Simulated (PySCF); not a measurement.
# Assignment exercise: C$_{5}$H$_{2}$ClFO$_{2}$

Structure with atom numbers: `[O:1]=[C:2]([F:3])[c:4]1[o:5][cH:6][cH:7][c:8]1[Cl:9]` (H(Xn): hydrogen on atom n).

- geometry from GFN2-xTB
- GIAO PBE0/pcSseg-1 shieldings
- program: PySCF
- one conformer, no solvent model, relativity neglected

δ = σ(ref) − σ, references computed at the same level: 13C and 1H against TMS.

Question: Assign these signals to the numbered atoms. 13C{1H} NMR (computed): δ 154.9, 152.2, 147.5, 142.0, 122.8.

Answer: 
| δ (ppm) | atoms | environment | reason |
| --- | --- | --- | --- |
| 154.9 | C2 | carbonyl carbon | – |
| 152.2 | C6 | aromatic CH next to the ring oxygen | – |
| 147.5 | C8 | aromatic carbon bearing chlorine | – |
| 142.0 | C4 | substituted aromatic carbon next to the ring oxygen | – |
| 122.8 | C7 | aromatic CH | – |

Question: Assign these signals to the numbered atoms. 1H NMR (600 MHz, computed): δ 7.63 (m, 1H), 6.81 (m, 1H).

Answer: 
```tsv
δ (ppm)	atoms	environment	reason
7.63	H(C6)	hydrogen on an aromatic CH next to the ring oxygen	the ring current deshields protons in the ring plane
6.81	H(C7)	hydrogen on an aromatic CH	ring-current deshielding
```

Carbons that carry Cl, above all several Cl atoms, come out too deshielded, partly because spin–orbit coupling is missing. Splittings by 19F in the carbon and heteronuclear signals aren't shown, as no couplings were computed. Shifts are as computed. Against solution values, carbons near 30 ppm lie about +3 ppm off and those near 130 ppm about +5 ppm; carbons on Cl a further +6 ppm. Of 1211 compounds with measured shifts, 218 miss one by over three times the rms of a fit or turn the order of signals round; such compounds aren't used in these exercises. Multiplicities follow the n + 1 count of equivalent neighbours, as no J values were calculated; m marks all less simple cases, F and P coupling included.
